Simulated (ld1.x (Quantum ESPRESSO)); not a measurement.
**Logarithmic derivatives: zirconium, TM**

Zr (Z = 40), norm-conserving Troullier–Martins (Kleinman–Bylander form), made with ld1.x (Quantum ESPRESSO) 7.5 (PBE, scalar-relativistic). Core [Ar] 3d10, reference 4s2 4p6 4d2 5s1.75 5p0.25. Waves: 4s (bound): rc 2.00 bohr; 4p (bound): rc 1.90 bohr; 4d (bound): rc 1.50 bohr; 4f channel at 0.05 Ry: rc 2.15 bohr. Local part: all-electron potential smoothed inside 1.80 bohr (lloc = -1). Core correction: none.

Occupied shells without a wave of their own: 5p, 5s. They enter only through the test configuration that unscreens the potential.

The phase is arctan(r·u′/u) with u = r·R(r), unwrapped; energies in Ry, scanned from -6 to 5 Ry. A pole is an energy at which the radial function vanishes at the test radius. The pseudo phase is shifted by a multiple of π to meet the all-electron one at the reference energy, and phase errors are pseudo minus all-electron; the curves can meet again beyond the range given. Levels narrower than the energy grid can be missing from the lists of poles.

```json
{"channel": "s", "radius (bohr)": "2.35", "reference energy (Ry)": "-4.03", "poles, all-electron": "-3.84, 4.96", "poles, pseudo": "-3.84, 3.19", "unbroken range about the reference energy with phases within 0.05 rad": "below -0.5", "phase error 1 Ry above the reference energy (rad)": "-0.001"}
{"channel": "p", "radius (bohr)": "2.35", "reference energy (Ry)": "-2.41", "poles, all-electron": "-2.04", "poles, pseudo": "-2.04", "unbroken range about the reference energy with phases within 0.05 rad": "below 1.7", "phase error 1 Ry above the reference energy (rad)": "-0.000"}
{"channel": "d", "radius (bohr)": "2.35", "reference energy (Ry)": "-0.28", "poles, all-electron": "0.84", "poles, pseudo": "0.84", "unbroken range about the reference energy with phases within 0.05 rad": "below 3.9", "phase error 1 Ry above the reference energy (rad)": "-0.000"}
{"channel": "f", "radius (bohr)": "2.35", "reference energy (Ry)": "0.05", "poles, all-electron": "3.77", "poles, pseudo": "3.90", "unbroken range about the reference energy with phases within 0.05 rad": "the whole range", "phase error 1 Ry above the reference energy (rad)": "+0.001"}
```

Phases in the p channel:

| E (Ry) | all-electron | pseudo |
| --- | --- | --- |
| -6.00 | 1.371 | 1.371 |
| -5.74 | 1.364 | 1.364 |
| -5.48 | 1.356 | 1.356 |
| -5.22 | 1.348 | 1.348 |
| -4.96 | 1.337 | 1.337 |
| -4.70 | 1.325 | 1.325 |
| -4.44 | 1.311 | 1.311 |
| -4.18 | 1.292 | 1.292 |
| -3.92 | 1.268 | 1.268 |
| -3.66 | 1.233 | 1.233 |
| -3.40 | 1.177 | 1.177 |
| -3.14 | 1.071 | 1.071 |
| -2.88 | 0.783 | 0.782 |
| -2.62 | -0.430 | -0.431 |
| -2.36 | -1.327 | -1.327 |
| -2.10 | -1.544 | -1.544 |
| -1.84 | -1.637 | -1.637 |
| -1.58 | -1.692 | -1.692 |
| -1.32 | -1.732 | -1.732 |
| -1.06 | -1.766 | -1.766 |
| -0.80 | -1.797 | -1.798 |
| -0.54 | -1.829 | -1.830 |
| -0.28 | -1.864 | -1.865 |
| -0.02 | -1.903 | -1.904 |
| 0.24 | -1.949 | -1.952 |
| 0.50 | -2.007 | -2.011 |
| 0.76 | -2.084 | -2.090 |
| 1.02 | -2.190 | -2.201 |
| 1.28 | -2.345 | -2.364 |
| 1.54 | -2.581 | -2.614 |
| 1.80 | -2.931 | -2.986 |
| 2.06 | -3.364 | -3.430 |
| 2.32 | -3.751 | -3.808 |
| 2.58 | -4.022 | -4.065 |
| 2.84 | -4.199 | -4.232 |
| 3.10 | -4.318 | -4.344 |
| 3.36 | -4.401 | -4.423 |
| 3.62 | -4.463 | -4.481 |
| 3.88 | -4.510 | -4.526 |
| 4.14 | -4.547 | -4.562 |
| 4.40 | -4.577 | -4.592 |
| 4.66 | -4.603 | -4.617 |
| 4.92 | -4.625 | -4.639 |
